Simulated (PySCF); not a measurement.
The vertical singlet excitations below were computed for one of the candidates. Computed with TDDFT PBE0/def2-SVPD, vertical, gas phase, core orbitals frozen in the response in PySCF. Geometries: GFN2-xTB, one conformer each.

```json
{"state": "S1", "λ (nm)": "150.4", "f": "0.012"}
{"state": "S2", "λ (nm)": "146.4", "f": "0.021"}
{"state": "S3", "λ (nm)": "141.5", "f": "0.0081"}
{"state": "S4", "λ (nm)": "140.9", "f": "0.0065"}
{"state": "S5", "λ (nm)": "140.2", "f": "0.0087"}
{"state": "S6", "λ (nm)": "137.2", "f": "0.0008"}
```

Triplets computed (Tamm–Dancoff): 8.04, 8.22 eV.

Orbital energies (eV): HOMO-3 -9.34, HOMO-2 -9.27, HOMO-1 -8.97, HOMO -8.75, LUMO 0.67, LUMO+1 1.17, LUMO+2 1.40.

Question: Which candidate is it?
A. `C/N=C\[C@@H](C)NC`
B. `C=C(C)C(F)(F)F`
C. `F[C@H]1CCC[C@H]1C`

Answer: C. Its S1, at 8.24 eV, is the highest among the candidates; the nearest of the others has S1 at 7.46 eV. S1 is HOMO→LUMO (96%). Löwdin shares by element: HOMO carbon 48% or more, fluorine 20% (atoms not listed hold the other 33%); LUMO carbon 24% or more, hydrogen 10% or more (atoms not listed hold the other 65%). At the same level the other candidates give, for their lowest levels:
- `C=C(C)C(F)(F)F`: 166 nm (f 0.389); 159 nm (f 0.012); 154 nm (f 0.000); 143 nm (f 0.024); 141 nm (f 0.001); T1 4.34 eV; HOMO -8.33, LUMO -0.61 eV
- `C/N=C\[C@@H](C)NC`: 261 nm (f 0.001); 218 nm (f 0.001); 206 nm (f 0.002); 192 nm (f 0.006); 181 nm (f 0.023); T1 4.00 eV; HOMO -6.50, LUMO 0.04 eV

Without π bonds the low states may be Rydberg-like; a valence basis with one diffuse set may place them up to an eV too high.
